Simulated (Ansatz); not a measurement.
Sn₃. Charge 0, multiplicity 5. Geometry PBE0-D4/def2-SVP; atoms count from 1.

```xyz
3

Sn    1.568   -0.005    0.915
Sn   -0.765    1.428   -0.153
Sn   -0.803   -1.423   -0.762
```

In the def2 sets Sn takes a core potential; there is no spin–orbit coupling. At PBE0-D4/def2-TZVP a triplet of charge 0 lies 1.32 eV below the quintet, each at its own geometry. The structure comes from a short search, and lower isomers may exist.

**Question.** Estimate the Mulliken populations from the PBE0/def2-TZVP orbitals of Ansatz.

**Answer.** 
```json
{"atom": "Sn1", "charge (e)": "-0.06", "spin (α − β)": "1.53"}
{"atom": "Sn2", "charge (e)": "0.10", "spin (α − β)": "1.01"}
{"atom": "Sn3", "charge (e)": "-0.04", "spin (α − β)": "1.46"}
```
Mulliken values and Mayer orders depend strongly on the basis.

**Question.** Where does the spin sit?

**Answer.** Summed by element: Sn 4.00, of 4 unpaired in all. Largest on single atoms: Sn1 1.53, Sn3 1.46, Sn2 1.01.

**Question.** And the Mayer bond orders between bonded heavy atoms (over 0.3)?

**Answer.** Sn1–Sn2 1.02 (2.94 Å); Sn1–Sn3 0.74 (3.23 Å); Sn2–Sn3 1.10 (2.92 Å).
